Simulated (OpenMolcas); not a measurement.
Ti3+ with 4 ligands (chloride) in tetrahedral coordination (Td) at 2.3 Å. A charge of +0.25 e stands 2.6 Å behind each ligand. Ligand basis ANO-RCC-VDZP.

```
Program             : OpenMolcas
Method              : SS-CASPT2, IPEA 0.25 Eh, imaginary shift 0.1 Eh (closed shells correlated: 3s 3p and the ligand valence shells)
Basis               : ANO-RCC-VDZP [5s4p2d1f]
Scalar Hamiltonian  : DKH2, point nucleus
Active space        : 1 electron in 5 orbitals (3d)
State averaging     : 2S+1 = 2 even, 5 roots
Spin-orbit coupling : RASSI with atomic mean-field integrals over the reference wave functions
```

Q: What is the spin-free ground state (labels of Td)?

A: 2E, 2-fold in its orbital part; it has the highest spin that d1 allows.

Q: Where is the first state of the same spin?

A: 2T2 at 5240 cm-1 above the ground state.

Q: What are the lowest two levels with spin-orbit coupling?

A: A 4-fold level Γ8, then a 4-fold level Γ8 5220 cm-1 above it. Their leading multiplicities are 2 (100 %) and 2 (100 %).

Q: What is χT at 300 K, and how does it compare with the textbook value?

A: The lowest level has 2S+1 = 2, for which the spin-only value is χT = S(S+1) / 2 = 0.375 cm3 K/mol (g = 2). The computed 0.390 at 300 K differs by +0.015, through orbital momentum, spin-orbit coupling and any other state in reach.

Q: Which ligand-field parameters describe the states?

A: The gap between the two states is 10Dq = -5243 cm-1 (negative for this site). 

Over all roots computed the reference weight is 0.74; a low but even weight reflects the number of correlated electrons. An orbital doublet at a regular site is open to a Jahn-Teller distortion, which this geometry leaves out. Ligand-to-metal charge-transfer states are missing. With one d shell and no ligand orbital active, 10Dq can be off by a tenth or more. No measured value stands beside these numbers; the geometry is a model, was not optimised and need not be the one that this ion takes.
